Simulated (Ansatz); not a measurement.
`C[O][Sn]([OH])([Cl])[Cl]` + `[OH][Mg][O][SiH3]` → `C[O][Mg][O][SiH3]` + `[OH][Sn]([OH])([Cl])[Cl]`  (substitution at a C–O bond)

Gas-phase electronic energies from Ansatz, PBE0-D4/def2-TZVP geometries. CCSD(T)/CBS is the MP2 limit (def2-TZVPP, def2-QZVPP) plus CCSD(T) − MP2 in def2-TZVPP, frozen cores. DFT in def2-TZVPP. B3LYP here is the variant with VWN-RPA as its local correlation; programs differ in this. Elements past krypton have def2 core potentials. For Mg, Sn outer-core shells are correlated without core-valence functions, which leaves a few kJ/mol of doubt a bond. One conformer a species, not always the lowest.

```tsv
level	ΔE (kJ/mol)	difference from CCSD(T)/CBS
PBE0-D4	-0.1	-2.6
B3LYP-D4	1.7	-0.8
ωB97X-V	1.9	-0.6
PBE	-1.9	-4.4
PBE0	-2.7	-5.2
HF/def2-TZVPP	-3.7	-6.2
MP2/def2-TZVPP	3.7	1.2
HF/CBS(def2)	-4.4	-6.9
MP2/CBS(def2)	3.9	1.4
CCSD/CBS(def2)	1.3	-1.2
CCSD(T)/CBS	2.5	0
```

Largest T1 diagnostic among the species: 0.013.

The D4 term adds +4.3 kJ/mol with B3LYP and +2.6 kJ/mol with PBE0; it sums over pairs of atoms, weighted by their polarisabilities, and B3LYP, whose exchange is more repulsive, gets the larger term. In def2-TZVPP, CCSD(T) changes the Hartree–Fock value by +6.0 kJ/mol (the triples alone add +1.2 kJ/mol) and MP2 by +7.4 kJ/mol.
